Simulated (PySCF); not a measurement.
Compound: C6H9OSi (doublet state).
Atom-mapped SMILES: `[CH2:1][CH2:2][c:3]1[cH:4][o:5][c:6]([SiH3:7])[cH:8]1` (hydrogens: H9, H10 on C1; H11, H12 on C2; H13 on C4; H14, H15, H16 on Si7; H17 on C8)

Cartesian coordinates in Å at the GFN2-xTB level; atoms count from 1:
```
atom  x, y, z in Å
C1    -2.8724    0.4251    0.5149
C2    -2.1393   -0.8429    0.3256
C3    -0.7053   -0.4963    0.0200
C4    -0.1292   -0.3380   -1.2086
O5     1.1561    0.0279   -1.0908
C6     1.4383    0.1231    0.2329
Si7    3.1730    0.6366    0.7124
C8     0.3162   -0.1867    0.9520
H9    -2.8688    0.9111    1.4714
H10   -3.1800    0.9943   -0.3410
H11   -2.5497   -1.4104   -0.5128
H12   -2.1724   -1.4538    1.2299
H13   -0.5184   -0.4683   -2.1994
H14    3.3027    0.4229    2.1537
H15    3.3744    2.0507    0.3868
H16    4.1340   -0.1824   -0.0273
H17    0.2338   -0.2007    2.0199
```

The hyperfine couplings belong to this conformer and change with its torsions.

Method: PySCF 2.14.0, UKS B3LYP, pcH-1 on C H O Si, non-relativistic, mean-field spin-orbit, GIAO. One conformer (not necessarily the lowest) at the GFN2-xTB geometry, without solvent, vibrations or thermal averaging. A GFN2-xTB geometry isn't a minimum of the functional, and hyperfine couplings can be far from their values at a DFT geometry. Stability of the SCF solution: not tested.

(1) Give the principal g shifts and their parts.

(2) What effective moment and Curie constant follow for a powder?

(3) What are the electron Larmor frequencies g μB B/h along the three axes at 1200 mT?

(4) At 9.451 GHz, how far is the centre of the isotropic spectrum from where a free electron (g = 2.002319) resonates?

(5) In a frozen sample, at which fields do the three g values resonate at 9.5, 34, 94 and 263 GHz (hyperfine left aside), and which band first spreads them over more than twice a line width of 0.5 mT?

## Answers

(1) 
```tsv
Δg (ppm)	1	2	3
relativistic mass correction	-146	-146	-146
gauge correction	9	32	20
orbital Zeeman/spin–orbit	-2	518	625
total	-138	404	500
```

So g = 2.00218, 2.00272, 2.00282 and g_iso = 2.00257; the tensor is rhombic: the two nearest values differ by 15 % of g3 − g1. Axes: g2 points within 5° of the C1–C2 bond.

(2) With the mean of g² = 4.0103 and S(S+1) = 0.75: μ_eff = √(⟨g²⟩S(S+1)) = 1.734 μB and χT = 0.12505·⟨g²⟩·S(S+1) = 0.376 cm³ K/mol (cgs; spin-Hamiltonian part alone).

(3) 33.6276, 33.6367, 33.6383 GHz for g1, g2 and g3, a range of 10.7 MHz.

(4) B = hν/(g μB) with μB/h = 13.99624 MHz/mT gives 337.24 mT for the free electron and 337.19 mT at g_iso, 0.04 mT lower.

(5) 
| band | GHz | B(g3) mT | B(g2) mT | B(g1) mT | spread mT |
| --- | --- | --- | --- | --- | --- |
| X | 9.5 | 338.90 | 338.92 | 339.01 | 0.11 |
| Q | 34.0 | 1212.90 | 1212.96 | 1213.29 | 0.39 |
| W | 94.0 | 3353.32 | 3353.48 | 3354.39 | 1.07 |
| J | 263.0 | 9382.15 | 9382.60 | 9385.14 | 2.99 |

The spread grows in proportion to the frequency. W band is the first where it exceeds 1.0 mT.

The Mulliken spin populations are largest on C1 (+1.07) and C2 (-0.08). No atom but C1 exceeds +0.15. The positive populations add up to 1.17 and the negative ones to -0.17, together 2S = 1. The angles at C1 add up to 358.0°, so it is nearly planar; its axial dipolar tensor and the negative couplings of its protons fit spin in a p orbital normal to that plane.

The HOMO–LUMO gaps are 5.27 eV among the α and 4.71 eV among the β orbitals.
